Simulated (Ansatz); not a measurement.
Isolated molecules relaxed with PBE0-D4/def2-TZVP in Ansatz; ΔE leaves out vibrations. CBS: MP2 limit from def2 TZ/QZ plus the TZ coupled-cluster correction, frozen cores. This one scheme is used for every species. DFT in def2-TZVPP. B3LYP here is the variant with VWN-RPA as its local correlation; programs differ in this. Each species was taken in one conformer, which may not be the lowest.

Consider the hydrogenolysis of a B–F bond: `BCB(O)F` + H₂ → `BCBO` + H–F.

`BCB(O)F`:

Cartesian coordinates in Å:
```
B 0.328 0.187 -1.356
C -0.352 -0.670 -0.265
B 0.189 -0.141 1.125
O -0.126 1.059 1.664
F 1.022 -0.892 1.836
H -0.071 1.297 -1.580
H 1.289 -0.202 -1.951
H -0.141 -1.737 -0.337
H -1.434 -0.490 -0.248
H -0.704 1.589 1.112
```

H₂:

```xyz
2

H    -0.227   -0.266   -0.129
H     0.227    0.266    0.129
```

`BCBO`:

Z-matrix (Å, degrees):
```
C
B 1 1.579
B 1 1.544 2 107.4
H 1 1.099 2 103.3 3 -114.9
H 1 1.093 2 111.8 3 126.0
O 2 1.352 1 122.9 3 -108.9
H 2 1.197 1 121.4 3 70.7
H 3 1.198 1 121.2 2 105.8
H 3 1.197 1 120.3 2 -71.4
H 6 0.962 2 113.6 1 0.1
```

H–F:

Cartesian coordinates in Å:
```
F -0.088 0.407 -0.195
H 0.088 -0.407 0.195
```

```csv
level,ΔE (kJ/mol)
LDA (SPW92),134.3
BLYP-D4,133.1
B3LYP-D4,132.2
CAM-B3LYP-D4,134.4
ωB97X-V,131.1
B3LYP,129.5
r2SCANh,137.3
CAM-B3LYP,133.0
```

Q: What does CCSD(T)/CBS give? (An estimate is asked.)

A: The calculation gave: +124.9 kJ/mol. The listed levels differ from it by 9.4, 8.2, 7.3, 9.5, 6.2, 4.6, 12.4, 8.1 kJ/mol.

Q: What do rigid-rotor, harmonic-oscillator terms from PBE0-D4/def2-TZVP frequencies (298.15 K, 1 bar) make of the CCSD(T)/CBS value? (Estimate.)

A: Ansatz gave: ΔZPE = +13.0 kJ/mol, ΔH = +136.3 kJ/mol, ΔS = 17 J/(mol·K), ΔG = +131.1 kJ/mol. Modes under 50 cm⁻¹ make the entropy rough.

Largest T1 diagnostic among the species: 0.013.

At CCSD(T), def2-SVP lies +18.6 kJ/mol from the extrapolated value and def2-TZVPP +3.1 kJ/mol. Leaving LDA and LC-ωPBE aside and taking each functional with its dispersion term where it has one, the values, not all of them listed here, spread over 13.3 kJ/mol, from HSE06-D4 to B97M-V. LDA lies +8.2 kJ/mol from PBE without D4. From r2SCAN to r2SCAN0 (25 % exact exchange), in def2-TZVPP and without D4, ΔE moves by −3.5 kJ/mol.
